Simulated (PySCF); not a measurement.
CH3Si, SMILES C=[SiH] (connectivity only; charge and spin as stated), charge +1, multiplicity 1.

Coordinates come from a r2SCAN-D4/def2-TZVP optimisation. The geometry has at least one imaginary mode, so it is a saddle point at that level. The multiplicity is an assumed one; other spin states were not compared. The isomer is the one that the SMILES or the coordinates give; other isomers of the formula were not compared.

Two levels are set side by side: PBE/def2-TZVPD (PySCF) and B3LYP/def2-TZVPD (PySCF). Same geometry, gas phase. Differences are taken from unrounded values.

```json
[
 {"quantity": "orbital gap (eV)", "B3LYP": "3.65", "PBE": "2.17", "PBE minus B3LYP": "-1.48"},
 {"quantity": "highest occupied level (eV)", "B3LYP": "-13.35", "PBE": "-12.58", "PBE minus B3LYP": "0.77"},
 {"quantity": "lowest empty level (eV)", "B3LYP": "-9.70", "PBE": "-10.41", "PBE minus B3LYP": "-0.71"},
 {"quantity": "mean polarisability (bohr³)", "B3LYP": "35.1", "PBE": "35.2", "PBE minus B3LYP": "0.1"}
]
```

PBE's occupied levels lie high since its potential decays too fast outside the molecule; exact exchange lowers them and widens the gap. Differences between two approximate levels are no errors against the true value.

Rough cost on one machine, each run with all the roots and properties that it gave: B3LYP against PBE within a factor of 2.
